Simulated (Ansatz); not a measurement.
Consider the ligand exchange at the Si–C bond: `[SiH3]CC=[Se]` + `[NH2][In]([OH])[SH]` → `[NH2][In]([SH])[O][SiH3]` + `CC=[Se]`.

Calculated with Ansatz (gas phase, PBE0-D4/def2-TZVP geometries, no zero-point term in ΔE). CCSD(T)/CBS adds triple-zeta CCSD(T) − MP2 to the extrapolated MP2 energy (def2 sets, frozen cores). Functionals use def2-TZVPP. B3LYP here is the variant with VWN-RPA as its local correlation; programs differ in this. def2 core potentials past Kr. For In, Se outer-core shells are correlated without core-valence functions, which leaves a few kJ/mol of doubt a bond. Scalar relativity is left out up to krypton. Each species was taken in one conformer, which may not be the lowest.

Problem. Is it downhill or uphill in electronic energy at CCSD(T)/CBS, and by how much? (Best estimate.)

Solution. Ansatz gave: Downhill: ΔE = -1.09 eV.

Problem. What do these levels give: PBE-D4, r2SCAN-D4, PBE0-D4, ωB97X-V, PBE, PBE0, B3LYP, MP2/def2-TZVPP, HF/def2-QZVPP, HF/CBS(def2), MP2/CBS(def2), CCSD/CBS(def2)? (Best estimate.)

Solution. Computed: PBE-D4 -0.88, r2SCAN-D4 -1.03, PBE0-D4 -0.97, ωB97X-V -1.08, PBE -0.90, PBE0 -0.98, B3LYP -1.09, MP2/def2-TZVPP -1.08, HF/def2-QZVPP -1.36, HF/CBS(def2) -1.36, MP2/CBS(def2) -1.07, CCSD/CBS(def2) -1.13 eV.

Largest T1 diagnostic among the species: 0.016.

From PBE to PBE0 (25 % exact exchange), in def2-TZVPP and without D4, ΔE moves by −0.08 eV. In def2-TZVPP, CCSD(T) changes the Hartree–Fock value by +0.24 eV (the triples alone add +0.04 eV) and MP2 by +0.26 eV.
